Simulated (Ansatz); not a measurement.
`[SiH3][O][GeH2][SH]` + SiH₄ → `[SiH3][O][GeH2][SiH3]` + H₂S  (formal exchange of groups at a Ge–S bond)

Computed with Ansatz on PBE0-D4/def2-TZVP structures; ΔE is electronic, products minus reactants. CCSD(T)/CBS is the MP2 limit (def2-TZVPP, def2-QZVPP) plus CCSD(T) − MP2 in def2-TZVPP, frozen cores. This one scheme is used for every species. Functionals use def2-TZVPP. B3LYP here is the variant with VWN-RPA as its local correlation; programs differ in this. For Ge outer-core shells are correlated without core-valence functions, which leaves a few kJ/mol of doubt a bond. Scalar relativity is left out up to krypton. One conformer a species, not always the lowest.

(1) Is it downhill or uphill in electronic energy at CCSD(T)/CBS, and by how much? (An estimate is asked.)

(2) What do these levels give: PBE-D4, r2SCAN-D4, B3LYP-D4, ωB97X-V, PBE0, HF/def2-TZVPP, MP2/def2-TZVPP, SCS-MP2/def2-TZVPP, CCSD/def2-TZVPP, CCSD(T)/def2-TZVPP, SCS-MP2/def2-QZVPP, CCSD/CBS(def2)? (Best estimate.)

Largest T1 diagnostic among the species: 0.012.

Answers

(1) The calculation gave: Uphill: ΔE = +43.5 kJ/mol.

(2) Computed: PBE-D4 38.5, r2SCAN-D4 44.8, B3LYP-D4 43.7, ωB97X-V 44.6, PBE0 39.8, HF/def2-TZVPP 52.3, MP2/def2-TZVPP 52.1, SCS-MP2/def2-TZVPP 51.5, CCSD/def2-TZVPP 44.1, CCSD(T)/def2-TZVPP 45.2, SCS-MP2/def2-QZVPP 50.7, CCSD/CBS(def2) 42.5 kJ/mol.
